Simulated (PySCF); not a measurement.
Zn(SH) (HSZn), SMILES [Zn+][SH], charge +1. Atoms are numbered in the order given.

```xyz
3

Zn     0.0017     0.7778     0.0000
S     -0.0823    -1.3677     0.0000
H      1.2674    -1.4518     0.0000
```
Charge +1, spin multiplicity 1.

Coordinates come from a PBE0-D3(BJ)/def2-TZVP optimisation. The multiplicity is an assumed one; other spin states were not compared. The isomer is the one that the SMILES or the coordinates give; other isomers of the formula were not compared.

All values below come from r2SCAN/def2-TZVPD in PySCF.

Mulliken values depend strongly on the basis, most of all with diffuse functions as here. ESP charges are fitted to the potential on shells at 1.4 to 2.0 van der Waals radii. Atomic charges (e):

```json
[
 {"atom": "Zn1", "Mulliken": "0.76", "IAO": "1.26", "ESP fit": "1.02"},
 {"atom": "S2", "Mulliken": "-0.08", "IAO": "-0.41", "ESP fit": "-0.16"},
 {"atom": "H3", "Mulliken": "0.32", "IAO": "0.15", "ESP fit": "0.15"}
]
```
